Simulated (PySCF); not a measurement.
Compound: C2H8FN2Si (doublet state).
Z-matrix (Å and degrees, GFN2-xTB geometry), rows numbered from 1:
```
C 
N   1  1.4231
C   2  1.4239  1  114.52
Si  2  1.7746  1  120.13  3   155.26
N   4  1.6611  2  105.11  1   -81.13
F   4  1.6076  2  101.15  1   165.94
H   1  1.0970  2  111.78  3   -60.48
H   1  1.0870  2  109.70  3   178.63
H   1  1.0951  2  109.98  3    58.67
H   3  1.0960  2  111.74  1    56.71
H   3  1.0956  2  109.64  1   -62.54
H   3  1.0852  2  109.45  1   177.72
H   4  1.4528  2  103.39  1    58.01
H   5  1.0069  4  123.34  2    90.80
```

The hyperfine couplings belong to this conformer and change with its torsions.

Identity: `CN(C)[Si@H]([NH])F` [radical].

Method: PySCF, UKS B3LYP, pcH-1 on C F H N Si, non-relativistic, mean-field spin-orbit, GIAO. The structure is a single GFN2-xTB conformer in the gas phase; no vibrational or solvent corrections. A GFN2-xTB geometry isn't a minimum of the functional, and hyperfine couplings can be far from their values at a DFT geometry. The SCF solution wasn't tested for stability.

(1) What is the g tensor, term by term?

(2) What effective moment and Curie constant follow for a powder?

(3) What are the electron Larmor frequencies g μB B/h along the three axes at 3350 mT?

(4) In a frozen sample, at which fields do the three g values resonate at 9.5, 34, 94 and 263 GHz (hyperfine left aside), and which band first spreads them over more than twice a line width of 0.3 mT?

## Answers

(1) 
```json
{"Δg (ppt)": "relativistic mass correction", "1": "-0.22", "2": "-0.22", "3": "-0.22"}
{"Δg (ppt)": "gauge correction", "1": "0.01", "2": "0.05", "3": "0.03"}
{"Δg (ppt)": "orbital Zeeman/spin–orbit", "1": "0.50", "2": "1.73", "3": "5.98"}
{"Δg (ppt)": "total", "1": "0.29", "2": "1.56", "3": "5.79"}
```

So g = 2.00261, 2.00388, 2.00811 and g_iso = 2.00487; the tensor is rhombic: the two nearest values differ by 23 % of g3 − g1. Axes: g1 points within 13° of the N2–Si4 bond.

(2) With the mean of g² = 4.0195 and S(S+1) = 0.75: μ_eff = √(⟨g²⟩S(S+1)) = 1.736 μB and χT = 0.12505·⟨g²⟩·S(S+1) = 0.377 cm³ K/mol (cgs; spin-Hamiltonian part alone).

(3) 93.8971, 93.9568, 94.1553 GHz for g1, g2 and g3, a range of 258.2 MHz.

(4) 
```tsv
band	GHz	B(g3) mT	B(g2) mT	B(g1) mT	spread mT
X	9.5	338.01	338.72	338.93	0.93
Q	34.0	1209.70	1212.26	1213.03	3.33
W	94.0	3344.47	3351.54	3353.67	9.20
J	263.0	9357.41	9377.19	9383.14	25.73
```

The spread grows in proportion to the frequency. X band is the first where it exceeds 0.6 mT.

The Mulliken spin populations are largest on N5 (+0.74) and N2 (+0.30).

The HOMO–LUMO gaps are 7.62 eV among the α and 2.62 eV among the β orbitals.
